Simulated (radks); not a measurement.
Values are calculated unless marked as measured or tabulated.
Isoelectronic series with 15 electrons, each ion in its NIST ground configuration. Code: a radial shooting solver on a logarithmic mesh with Libxc functionals. Model: Dirac Kohn-Sham, PBE, spin-unpolarised, spherical densities, finite nucleus; open shells fill j = l - 1/2 first; Fermi nuclear charge, rms radius of each element as measured or else 0.836 A^(1/3) + 0.57 fm. Total energies (hartree) and orbital eigenvalues (Ry):

| ion | configuration | E (hartree) | 3p3/2 | 3p1/2 |
|---|---|---|---|---|
| P | [Ne] 3s2 3p3 | -341.90447 | -0.40256 | -0.40649 |
| S+ | [Ne] 3s2 3p3 | -398.61764 | -1.23082 | -1.23809 |
| Cl2+ | [Ne] 3s2 3p3 | -459.99517 | -2.32313 | -2.33509 |
| Ar3+ | [Ne] 3s2 3p3 | -526.03223 | -3.66216 | -3.68042 |
| K4+ | [Ne] 3s2 3p3 | -596.73070 | -5.23969 | -5.26618 |
| Ca5+ | [Ne] 3s2 3p3 | -672.09615 | -7.05107 | -7.08803 |
| Sc6+ | [Ne] 3s2 3p3 | -752.13654 | -9.09340 | -9.14344 |
| Ti7+ | [Ne] 3s2 3p3 | -836.86170 | -11.36479 | -11.43089 |
| V8+ | [Ne] 3s2 3p3 | -926.28283 | -13.86395 | -13.94950 |
| Cr9+ | [Ne] 3s2 3p3 | -1020.41227 | -16.59001 | -16.69884 |
| Mn10+ | [Ne] 3s2 3p3 | -1119.26351 | -19.54234 | -19.67874 |
| Fe11+ | [Ne] 3s2 3p3 | -1222.85112 | -22.72051 | -22.88927 |
| Co12+ | [Ne] 3s2 3p3 | -1331.19047 | -26.12424 | -26.33068 |
| Ni13+ | [Ne] 3s2 3p3 | -1444.29818 | -29.75336 | -30.00333 |
| Cu14+ | [Ne] 3s2 3p3 | -1562.19099 | -33.60776 | -33.90772 |
| Zn15+ | [Ne] 3s2 3p3 | -1684.88766 | -37.68741 | -38.04443 |
| Ga16+ | [Ne] 3s2 3p3 | -1812.40700 | -41.99234 | -42.41413 |
| Ge17+ | [Ne] 3s2 3p3 | -1944.76908 | -46.52260 | -47.01756 |
| As18+ | [Ne] 3s2 3p3 | -2081.99525 | -51.27831 | -51.85554 |
| Se19+ | [Ne] 3s2 3p3 | -2224.10695 | -56.25959 | -56.92896 |
| Br20+ | [Ne] 3s2 3p3 | -2371.12733 | -61.46662 | -62.23876 |
| Kr21+ | [Ne] 3s2 3p3 | -2523.08001 | -66.89957 | -67.78596 |
| Rb22+ | [Ne] 3s2 3p3 | -2679.98994 | -72.55867 | -73.57163 |
